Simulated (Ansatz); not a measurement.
Mulliken charges of CH5FInN (`C[NH][InH][F]`) from r2SCAN/def2-TZVPP in Ansatz (PBE0-D4/def2-TZVP geometry).

```csv
atom,x (Å),y (Å),z (Å),charge (e)
C1,-0.012,0.845,-1.001,-0.014
N2,-0.688,0.149,0.072,-0.454
In3,0.162,-1.154,1.303,0.746
F4,2.032,-1.258,0.716,-0.513
H5,-0.455,0.624,-1.980,0.048
H6,-0.028,1.933,-0.864,0.048
H7,1.034,0.536,-1.039,0.064
H8,-1.661,0.388,0.164,0.145
H9,-0.297,-2.112,2.612,-0.071
```

Q: By hand: the dipole of these point charges (1 e Å = 4.8032 D).

A: Σ q r = (-0.786, 0.068, 0.221) e Å, of length 0.819 e Å = 3.93 D.

Q: How does the dipole of the full density compare? (Estimate.)

A: Computed: (-0.665, 0.114, 0.120) e Å, 3.29 D; the point charges give 1.19 times that, at 7° from its direction.

Point charges leave out the atoms' own dipoles, such as those of lone pairs, and Mulliken's split depends on the basis, so the two needn't agree.
